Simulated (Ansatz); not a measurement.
Species: Si4H10, net charge 0, singlet state. 
Coordinates optimised at B3LYP-D3(BJ)/def2-TZVP (Ansatz, a first-principles code):
```
Si
H 1 1.4857
H 1 1.4859 2 108.16
Si 1 2.3441 2 110.11 3 119.19
H 4 1.4830 1 109.43 2 -174.89
H 4 1.4831 5 108.75 1 -122.06
H 4 1.4833 5 108.43 6 -118.08
Si 1 2.3445 2 110.79 3 -119.53
H 8 1.4857 1 110.79 2 63.77
H 8 1.4859 9 108.16 1 119.53
Si 8 2.3441 9 110.11 10 119.19
H 11 1.4830 8 109.43 9 -174.89
H 11 1.4831 12 108.75 5 -177.95
H 11 1.4833 12 108.43 13 -118.08
```
Charge 0, spin multiplicity 1.

Basis-set convergence of Hartree-Fock and CCSD correlation energies (hartree) with Ansatz. Correlated levels leave the core frozen unless marked. Spin-orbit coupling is left out. Non-relativistic.

| basis | functions | E(HF) | E(corr, CCSD) |
|---|---|---|---|
| cc-pV(D+d)Z | 142 | -1161.55546 | -0.50653 |
| cc-pV(T+d)Z | 296 | -1161.60248 | -0.60069 |
| cc-pV(Q+d)Z | 556 | -1161.61578 | -0.63038 |

Extrapolating the two largest sets (X = 3 and 4) as X^-3: E(corr) = (64·(-0.63038) - 27·(-0.60069))/37 = -0.6520 Eh, an estimate of the basis-set limit. The largest set recovers 96.7 % of it, the smallest 77.7 %.
